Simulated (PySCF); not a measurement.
Phenyl isothiocyanate, C₇H₅NS.
Atom-mapped SMILES: `[S:1]=[C:2]=[N:3][c:4]1[cH:5][cH:6][cH:7][cH:8][cH:9]1` (hydrogens: H10 on C5; H11 on C6; H12 on C7; H13 on C8; H14 on C9)

The same species was optimised twice, with GFN2-xTB and with PBE0-D3(BJ)/def2-SVP (PySCF), and the same property calculations (PySCF, gas phase) were run on both structures.

```json
{"coordinate": "S1=C2 (Å)", "GFN2-xTB": "1.555", "PBE0-D3(BJ)/def2-SVP": "1.579", "change": "+0.024"}
{"coordinate": "C8–C9 (Å)", "GFN2-xTB": "1.381", "PBE0-D3(BJ)/def2-SVP": "1.390", "change": "+0.009"}
{"coordinate": "C5–C6 (Å)", "GFN2-xTB": "1.381", "PBE0-D3(BJ)/def2-SVP": "1.391", "change": "+0.010"}
{"coordinate": "C6–C7 (Å)", "GFN2-xTB": "1.386", "PBE0-D3(BJ)/def2-SVP": "1.395", "change": "+0.009"}
{"coordinate": "C7–C8 (Å)", "GFN2-xTB": "1.386", "PBE0-D3(BJ)/def2-SVP": "1.395", "change": "+0.009"}
{"coordinate": "C4–C5 (Å)", "GFN2-xTB": "1.393", "PBE0-D3(BJ)/def2-SVP": "1.402", "change": "+0.009"}
{"coordinate": "C4–C9 (Å)", "GFN2-xTB": "1.396", "PBE0-D3(BJ)/def2-SVP": "1.404", "change": "+0.008"}
{"coordinate": "C2=N3 (Å)", "GFN2-xTB": "1.195", "PBE0-D3(BJ)/def2-SVP": "1.189", "change": "-0.006"}
{"coordinate": "N3–C4 (Å)", "GFN2-xTB": "1.363", "PBE0-D3(BJ)/def2-SVP": "1.368", "change": "+0.005"}
{"coordinate": "C2–N3–C4 (°)", "GFN2-xTB": "149.4", "PBE0-D3(BJ)/def2-SVP": "163.4", "change": "+14.0"}
{"coordinate": "S1–C2–N3 (°)", "GFN2-xTB": "170.4", "PBE0-D3(BJ)/def2-SVP": "177.5", "change": "+7.1"}
{"coordinate": "N3–C4–C5 (°)", "GFN2-xTB": "118.4", "PBE0-D3(BJ)/def2-SVP": "119.8", "change": "+1.4"}
{"coordinate": "N3–C4–C9 (°)", "GFN2-xTB": "121.3", "PBE0-D3(BJ)/def2-SVP": "120.3", "change": "-1.0"}
{"coordinate": "C5–C4–C9 (°)", "GFN2-xTB": "120.2", "PBE0-D3(BJ)/def2-SVP": "119.9", "change": "-0.3"}
{"coordinate": "C4–C9–C8 (°)", "GFN2-xTB": "119.4", "PBE0-D3(BJ)/def2-SVP": "119.7", "change": "+0.3"}
{"coordinate": "C6–C7–C8 (°)", "GFN2-xTB": "120.0", "PBE0-D3(BJ)/def2-SVP": "119.7", "change": "-0.3"}
{"coordinate": "C5–C6–C7 (°)", "GFN2-xTB": "120.3", "PBE0-D3(BJ)/def2-SVP": "120.5", "change": "+0.2"}
{"coordinate": "C2–N3–C4–C5 (°)", "GFN2-xTB": "180", "PBE0-D3(BJ)/def2-SVP": "180", "change": "0"}
```

Rotational constants: A = 5487, B = 627.5, C = 563.1 MHz (GFN2-xTB) against A = 5571, B = 602.0, C = 543.3 MHz (PBE0-D3(BJ)/def2-SVP). Point groups within 0.08 Å: Cs and Cs.

On the GFN2-xTB structure: HOMO (eV) -6.75 [PBE0/pcSseg-1]; LUMO (eV) -1.35 [PBE0/pcSseg-1]; dipole (D) 2.72 [PBE0/pcSseg-1]; GIAO shielding of S1 (ppm) 678.8 [PBE0/pcSseg-1]; GIAO shielding of C2 (ppm) 38.3 [PBE0/pcSseg-1]; GIAO shielding of N3 (ppm) 140.5 [PBE0/pcSseg-1]; GIAO shielding of C4 (ppm) 49.5 [PBE0/pcSseg-1]; GIAO shielding of C5/C9 (mean) (ppm) 53.7 [PBE0/pcSseg-1]; GIAO shielding of C6/C8 (mean) (ppm) 51.6 [PBE0/pcSseg-1]; GIAO shielding of C7 (ppm) 55.5 [PBE0/pcSseg-1].

Task: What do these properties become on the PBE0-D3(BJ)/def2-SVP structure?

Result: 
| property | level | on GFN2-xTB | on PBE0-D3(BJ)/def2-SVP | change |
| --- | --- | --- | --- | --- |
| HOMO (eV) | PBE0/pcSseg-1 | -6.75 | -6.77 | -0.02 |
| LUMO (eV) | PBE0/pcSseg-1 | -1.35 | -1.44 | -0.09 |
| dipole (D) | PBE0/pcSseg-1 | 2.72 | 3.29 | +0.57 |
| energy, GFN2-xTB geometry as zero (kcal/mol) | PBE0/pcSseg-1 | 0.0 | -1.1 | -1.1 |
| GIAO shielding of S1 (ppm) | PBE0/pcSseg-1 | 678.8 | 694.1 | +15.3 |
| GIAO shielding of C2 (ppm) | PBE0/pcSseg-1 | 38.3 | 45.6 | +7.3 |
| GIAO shielding of N3 (ppm) | PBE0/pcSseg-1 | 140.5 | 142.3 | +1.8 |
| GIAO shielding of C4 (ppm) | PBE0/pcSseg-1 | 49.5 | 49.3 | -0.2 |
| GIAO shielding of C5/C9 (mean) (ppm) | PBE0/pcSseg-1 | 53.7 | 51.1 | -2.6 |
| GIAO shielding of C6/C8 (mean) (ppm) | PBE0/pcSseg-1 | 51.6 | 49.4 | -2.2 |
| GIAO shielding of C7 (ppm) | PBE0/pcSseg-1 | 55.5 | 52.7 | -2.8 |

The heavy atoms differ by 0.098 Å rms after alignment. Among bonds between heavy atoms S1=C2 changes most (+0.024 Å). Changes are differences of the printed values. Neither structure is proved a minimum here.

Shape of the structure used: `[S:1]=[C:2]=[N:3][c:4]1[cH:5][cH:6][cH:7][cH:8][cH:9]1`: C2–N3–C4–C5 180°.
